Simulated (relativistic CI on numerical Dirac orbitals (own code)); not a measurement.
**Hyperfine structure of Zn²⁰⁺, mass number 67**

Computed by Dirac-Coulomb-Breit CI, orbitals from a KLI potential per configuration, model QED, unscaled Slater integrals (own radial code, finite nucleus).

Configuration list (outside the closed core 1s2): 2s2.2p6, 2s2.2p5.3s, 2s2.2p5.3p, 2s2.2p5.3d, 2s.2p6.3s, 2s.2p6.3p, 2s.2p6.3d, 2s2.2p5.4s, 2s2.2p5.4p, 2s2.2p5.4d, 2s2.2p5.4f, 2s.2p6.4s, 2s2.2p4.3s2, 2s.2p6.4p, 2s.2p6.4d, 2s2.2p4.3s.3p. Levels of other configurations are missing.

Nuclear spin I = 5/2, μ = 0.87485 μN, Q = 0.122 b (tables of Stone and Pyykkö). The electronic factors are computed for point nuclear moments, without core polarisation or the Bohr-Weisskopf and QED corrections.

```
           Level   E (Ry)  A (MHz)  B (MHz)
2s2.2p5.3s 3P°_2  77.1682    26190    -9360
2s2.2p5.3s 1P°_1  77.3524     2857    -3540
2s2.2p5.3s 3P°_1  79.0561    69670    -1130
 2s2.2p5.3p 3D_2  80.2568    15480    -9210
 2s2.2p5.3p 3D_3  80.5597     8945    -7180
 2s2.2p5.3p 1P_1  80.6311    11360     -189
 2s2.2p5.3p 3P_2  80.8330     8936     -328
 2s2.2p5.3p 3D_1  81.9785    47810      282
```

Levels with J = 0, under 50 % of one LS term, or S terms without an open s electron are left out. Small factors come from cancelling terms and can be off by tens of per cent or more.

At this charge energies of transitions that change n are usually good to better than 1 %, and those within a shell (Δn = 0) to a few per cent.

(1) Give the hyperfine levels of 2s2.2p5.3s 3P°_2 relative to its centre of gravity.

## Answers

(1) With K = F(F + 1) − I(I + 1) − J(J + 1), E = AK/2 + B[¾K(K + 1) − I(I + 1)J(J + 1)]/[2I(2I − 1)J(2J − 1)]: F = 1/2: -189900, F = 3/2: -146400, F = 5/2: -76220, F = 7/2: 17070, F = 9/2: 128600 MHz.

LS names give the leading component of a level, which can be under half, so a name can repeat, a term be missing and a line seem to break the LS rules.
